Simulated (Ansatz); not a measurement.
Ansatz (an electronic-structure program) input (PBE/6-31G*):

Ansatz 0.2 input:
```yaml
crystal:
  periodic: [false, false, false]
  atoms:
    - {symbol: C, position_ang: [-0.81968100, 1.82906200, -0.06733100]}
    - {symbol: Si, position_ang: [-0.61094800, 0.14854400, 0.70376400]}
    - {symbol: C, position_ang: [-1.62022600, -1.17486000, -0.12825800]}
    - {symbol: O, position_ang: [1.04299900, -0.29225800, 0.70498100]}
    - {symbol: C, position_ang: [1.74743800, -0.45730800, -0.41335900]}
    - {symbol: O, position_ang: [1.32324300, -0.32161200, -1.53000800]}
    - {symbol: H, position_ang: [-0.17369200, 2.56576400, 0.41396100]}
    - {symbol: H, position_ang: [-0.57845700, 1.79935800, -1.13026200]}
    - {symbol: H, position_ang: [-1.85287600, 2.16761200, 0.04342100]}
    - {symbol: H, position_ang: [-0.89915900, 0.19594500, 2.15360100]}
    - {symbol: H, position_ang: [-1.38548100, -1.22887400, -1.19168200]}
    - {symbol: H, position_ang: [-1.43121800, -2.15290700, 0.31825500]}
    - {symbol: H, position_ang: [-2.68598000, -0.95848300, -0.01998400]}
    - {symbol: H, position_ang: [2.78501600, -0.73843200, -0.18609600]}
basis:
  gaussian:
    orbitals: 6-31G*
hamiltonian:
  xc: {name: PBE}
output: {forces: true}
```

Output:

```
Functional definition: PBE
integrals: 0.06 GiB planned
1329 factors; their error is unknown
mean field: 0.35 GiB planned
mean field evaluation 1: about -15186.9148 eV, gradient 8.4e1 eV
mean field evaluation 2: about -15163.4716 eV, gradient 1.3e2 eV
mean field evaluation 4: about -15201.4158 eV, gradient 1.2e1 eV
mean field evaluation 8: about -15201.6611 eV, gradient 2.6e-1 eV
mean field evaluation 16: about -15201.5664 eV, gradient 1.4e-4 eV
mean field -15201.56640333 eV, -558.6472613306 hartree, gradient 3.3e-5 eV, S^2 0.000000; 0 other end points of the search recorded, 0 dependent functions left out
the calculation of the forces begins
reference -15201.56643245 eV, -558.6472624008 hartree; 28, 28 occupied and 82, 82 virtual orbitals, 1329 factors
Total energy: -15201.56643245 eV, -558.6472624008 hartree
Atom 0 at    -0.819681     1.829062    -0.067331 Å, force    -0.035451    -0.029702     0.062649 eV/Å
Atom 1 at    -0.610948     0.148544     0.703764 Å, force    -0.325201     0.091029    -0.215099 eV/Å
Atom 2 at    -1.620226    -1.174860    -0.128258 Å, force    -0.016608     0.041005     0.064083 eV/Å
Atom 3 at     1.042999    -0.292258     0.704981 Å, force     0.462480    -0.141340     0.891867 eV/Å
Atom 4 at     1.747438    -0.457308    -0.413359 Å, force     0.330124    -0.100511     0.617943 eV/Å
Atom 5 at     1.323243    -0.321612    -1.530008 Å, force    -0.483697     0.160345    -1.550117 eV/Å
Atom 6 at    -0.173692     2.565764     0.413961 Å, force     0.220403     0.271931     0.157301 eV/Å
Atom 7 at    -0.578457     1.799358    -1.130262 Å, force     0.096620    -0.007644    -0.372060 eV/Å
Atom 8 at    -1.852876     2.167612     0.043421 Å, force    -0.359551     0.144946     0.029364 eV/Å
Atom 9 at    -0.899159     0.195945     2.153601 Å, force    -0.056815     0.007728     0.365481 eV/Å
Atom 10 at    -1.385481    -1.228874    -1.191682 Å, force     0.091367    -0.027354    -0.372460 eV/Å
Atom 11 at    -1.431218    -2.152907     0.318255 Å, force     0.054320    -0.351269     0.144661 eV/Å
Atom 12 at    -2.685980    -0.958483    -0.019984 Å, force    -0.384285     0.052134     0.027482 eV/Å
Atom 13 at     2.785016    -0.738432    -0.186096 Å, force     0.406295    -0.111298     0.148905 eV/Å
Dipole moment:    -0.188870     0.046654     0.181445 e Å
```

The geometry given is a B3LYP-D3(BJ)/def2-TZVP minimum.
